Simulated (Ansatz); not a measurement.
Isolated molecules relaxed with PBE0-D4/def2-TZVP in Ansatz; ΔE leaves out vibrations. CBS: MP2 limit from def2 TZ/QZ plus the TZ coupled-cluster correction, frozen cores. This one scheme is used for every species. Functionals use def2-TZVPP. HSE06 is defined as in plane-wave codes. For Ge outer-core shells are correlated without core-valence functions, which leaves a few kJ/mol of doubt a bond. Scalar relativity is left out up to krypton. One conformer a species, not always the lowest.

`[NH2][AlH][GeH2][F]` + `BO` → `B[O][AlH][NH2]` + `[F][GeH3]`  (cleavage of the Al–Ge bond)

Question: Is it downhill or uphill in electronic energy at CCSD(T)/CBS, and by how much? (An estimate is asked.)

Answer: Ansatz gave: Downhill: ΔE = -25.9 kcal/mol.

Question: What do these levels give: revPBE-D4, BLYP-D4, PBE0-D4, HSE06-D4, revPBE, CAM-B3LYP, LC-ωPBE, HF/def2-SVP, CCSD/def2-SVP, HF/def2-TZVPP, MP2/def2-QZVPP, CCSD/CBS(def2)? (Best estimate.)

Answer: The calculation gave: revPBE-D4 -20.9, BLYP-D4 -24.5, PBE0-D4 -22.7, HSE06-D4 -22.6, revPBE -20.7, CAM-B3LYP -27.9, LC-ωPBE -25.5, HF/def2-SVP -31.7, CCSD/def2-SVP -27.6, HF/def2-TZVPP -31.8, MP2/def2-QZVPP -27.9, CCSD/CBS(def2) -26.7 kcal/mol.

Largest T1 diagnostic among the species: 0.014.

Leaving LDA and LC-ωPBE aside and taking each functional with its dispersion term where it has one, the values, not all of them listed here, spread over 7.6 kcal/mol, from BHLYP-D4 to PBE-D4. LDA lies −0.8 kcal/mol from PBE without D4. From BLYP to BHLYP (50 % exact exchange), in def2-TZVPP and without D4, ΔE moves by −4.0 kcal/mol. In def2-TZVPP, CCSD(T) changes the Hartree–Fock value by +5.6 kcal/mol (the triples alone add +0.8 kcal/mol) and MP2 by +3.9 kcal/mol.
